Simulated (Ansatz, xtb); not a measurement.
## Relaxing a trial structure of CH2FSiZn

The starting geometry of this gas-phase doublet was built from a drawn formula by distance geometry and a force field; its bonds are those of `F[C@H]([SiH])[Zn]`.

| atom | x (Å) | y (Å) | z (Å) |
| --- | --- | --- | --- |
| C | -0.8467 | 1.1554 | -1.6995 |
| F | -0.6800 | -0.1481 | -2.2336 |
| Si | -1.6804 | 2.2066 | -2.9550 |
| Zn | 1.0630 | 2.0220 | -1.4345 |
| H | -1.4415 | 1.1262 | -0.7857 |
| H | -3.0509 | 1.6386 | -3.2810 |

Problem. Predict what becomes of its bonds when it is optimised with r2SCAN-D4/def2-SVP.

Solution. It rearranges, giving a structure given below by its coordinates. Contacts that open: C1–Zn4 (2.11 → 2.97 Å). Contacts that close: Si3–Zn4 (3.14 → 2.41 Å).

The energy falls by 1.39 eV over 20 steps:

| step | E − E(last) (eV) |
| --- | --- |
| 1 | 1.390 |
| 3 | 0.948 |
| 5 | 0.541 |
| 7 | 0.284 |
| 9 | 0.075 |
| 12 | 0.016 |
| 14 | 0.005 |
| 16 | 0.002 |
| 18 | 0.000 |
| 20 | 0.000 |

Final geometry (Å):

```yaml
atoms:
  - { symbol: C, position_ang: [-1.2831, 0.8020, -1.4976] }
  - { symbol: F, position_ang: [-1.6143, -0.4520, -1.8282] }
  - { symbol: Si, position_ang: [-1.6328, 2.2839, -2.4708] }
  - { symbol: Zn, position_ang: [0.7008, 2.8667, -2.2989] }
  - { symbol: H, position_ang: [-0.8937, 0.8261, -0.4637] }
  - { symbol: H, position_ang: [-1.9133, 1.6739, -3.8300] }
```

From the same start GFN2-xTB reaches the same bonding as this run.

The end wasn't checked by frequencies. Open shells are spin-unrestricted. Run with Ansatz 0.2.0, 100 s on 2 threads of Intel(R) Xeon(R) Processor @ 2.70GHz, with other jobs on the host.
